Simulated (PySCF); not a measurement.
Species: CH₁₁NSi₅.
SMILES with atom numbers: `[N:1]#[C:2][SiH2:3][Si@@H:4]([SiH3:5])[SiH2:6][SiH3:7]` (hydrogens: H8, H9 on Si3; H10 on Si4; H11, H12, H13 on Si5; H14, H15 on Si6; H16, H17, H18 on Si7)

Cartesian coordinates in Å at the GFN2-xTB level; atoms count from 1:
```
atom  x, y, z in Å
N1    -3.7238    1.9278    2.1012
C2    -2.6977    1.9802    1.5922
Si3   -1.0291    1.9713    0.7565
Si4   -0.4331   -0.2349    0.2732
Si5   -2.2566   -1.5325   -0.3791
Si6    1.4177   -0.3070   -1.1593
Si7    3.5205   -0.6124   -0.2430
H8    -1.2494    2.8205   -0.4196
H9    -0.1851    2.7228    1.6921
H10    0.0403   -0.7675    1.5768
H11   -2.7627   -1.0606   -1.6702
H12   -1.8726   -2.9350   -0.5620
H13   -3.3641   -1.5018    0.5735
H14    1.1528   -1.3475   -2.1667
H15    1.3962    0.9375   -1.9503
H16    3.4186   -0.8049    1.2064
H17    4.2145   -1.7855   -0.7783
H18    4.4047    0.5358   -0.4550
```

Theory: TDDFT CAM-B3LYP/def2-SVPD, vertical, gas phase, core orbitals frozen in the response (PySCF 2.14.0, density-fitted response routines). GFN2-xTB frequencies show an imaginary mode (34i cm⁻¹), so this geometry is no minimum at that level.

Ground-to-excited transition dipoles (e·a0, same axes as the geometry; the sign carries no meaning), for the states with f of 0.002 or more among the lowest 7:

```csv
state,E (eV),μx,μy,μz
S1,6.216,-0.787,0.025,0.106
S2,6.340,1.072,-0.128,-0.298
S3,6.543,-0.125,-0.712,-0.348
S4,6.765,0.136,0.290,0.115
S5,6.881,-1.185,0.086,0.248
S6,6.958,0.569,-0.176,-0.221
S7,7.037,-0.718,-0.112,0.288
```

What oscillator strength does each state have?

f = (2/3) ΔE |μ|² with ΔE in hartree (27.2114 eV).

```json
{"state": "S1", "|μ|² (au)": "0.632", "|μ| (D)": "2.02", "f": "0.096"}
{"state": "S2", "|μ|² (au)": "1.255", "|μ| (D)": "2.85", "f": "0.195"}
{"state": "S3", "|μ|² (au)": "0.644", "|μ| (D)": "2.04", "f": "0.103"}
{"state": "S4", "|μ|² (au)": "0.116", "|μ| (D)": "0.86", "f": "0.019"}
{"state": "S5", "|μ|² (au)": "1.472", "|μ| (D)": "3.08", "f": "0.248"}
{"state": "S6", "|μ|² (au)": "0.404", "|μ| (D)": "1.61", "f": "0.069"}
{"state": "S7", "|μ|² (au)": "0.610", "|μ| (D)": "1.99", "f": "0.105"}
```

Which bond between heavy atoms lies closest to the direction of the S5 transition dipole?

C2–Si3 and N1–C2, at 15° from it; next Si4–Si6 at 26°.

What angle do the transition dipoles of S1 and S5 make?

|cos θ| = |μa·μb| / (|μa| |μb|) = 1.00, so θ ≈ 5° (taken between 0 and 90°, since the signs are arbitrary).

What peak molar absorption coefficient would the strongest computed level give as a lone Gaussian band 0.5 eV wide at half height?

ε(max) = 2.175×10⁸ f / FWHM, with the width in cm⁻¹. S5: 2.175×10⁸ × 0.2482 / 4033 ≈ 13000 L mol⁻¹ cm⁻¹.

The run took 92 s on Arm Neoverse V1, one thread, no GPU, shared host with 32 logical CPUs at a one-minute load of 26, and the process peaked at 1.2 GiB of memory.

One conformer stands for the species.
